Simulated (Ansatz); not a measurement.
Consider the hydrogenolysis of a C–F bond: `F[CH2][GeH2][SH]` + H₂ → `[CH3][GeH2][SH]` + H–F.

Calculated with Ansatz (gas phase, PBE0-D4/def2-TZVP geometries, no zero-point term in ΔE). CCSD(T)/CBS adds triple-zeta CCSD(T) − MP2 to the extrapolated MP2 energy (def2 sets, frozen cores). This one scheme is used for every species. Functionals use def2-TZVPP. B3LYP here is the variant with VWN-RPA as its local correlation; programs differ in this. For Ge outer-core shells are correlated without core-valence functions, which leaves a few kJ/mol of doubt a bond. Scalar relativity is left out up to krypton. One conformer a species, not always the lowest.

`F[CH2][GeH2][SH]`:

```xyz
9

F    -0.511    1.075   -1.502
C     0.487    0.199   -1.102
Ge   -0.076   -0.715    0.555
S    -0.390    0.810    2.137
H     1.402    0.771   -0.930
H     0.660   -0.519   -1.910
H     1.043   -1.634    1.069
H    -1.366   -1.510    0.294
H    -1.249    1.524    1.389
```

H₂:

```xyz
2

H    -0.272    0.118   -0.227
H     0.272   -0.118    0.227
```

`[CH3][GeH2][SH]`:

```xyz
9

C    -0.109   -0.633    1.238
Ge    0.337   -0.036   -0.559
S    -0.999    1.705   -0.961
H     0.509   -1.489    1.511
H    -1.158   -0.926    1.284
H     0.067    0.171    1.953
H     0.074   -1.135   -1.606
H     1.807    0.413   -0.661
H    -0.529    1.930   -2.198
```

H–F:

```xyz
2

F     0.212    0.235   -0.334
H    -0.212   -0.235    0.334
```

Question: Is it downhill or uphill in electronic energy at CCSD(T)/CBS, and by how much? (Best estimate.)

Answer: The calculation gave: Downhill: ΔE = -1.43 eV.

Question: What do these levels give: B3LYP-D4, ωB97X-V, ωB97M-V, B2PLYP, B3LYP, HF/def2-TZVPP, CCSD/def2-TZVPP, CCSD(T)/def2-TZVPP, HF/def2-QZVPP, MP2/def2-QZVPP, SCS-MP2/def2-QZVPP, MP2/CBS(def2)? (An estimate is asked.)

Answer: Ansatz gave: B3LYP-D4 -1.27, ωB97X-V -1.28, ωB97M-V -1.31, B2PLYP -1.35, B3LYP -1.29, HF/def2-TZVPP -1.40, CCSD/def2-TZVPP -1.43, CCSD(T)/def2-TZVPP -1.40, HF/def2-QZVPP -1.41, MP2/def2-QZVPP -1.50, SCS-MP2/def2-QZVPP -1.44, MP2/CBS(def2) -1.51 eV.

Largest T1 diagnostic among the species: 0.011.

From PBE to PBE0 (25 % exact exchange), in def2-TZVPP and without D4, ΔE moves by −0.10 eV.
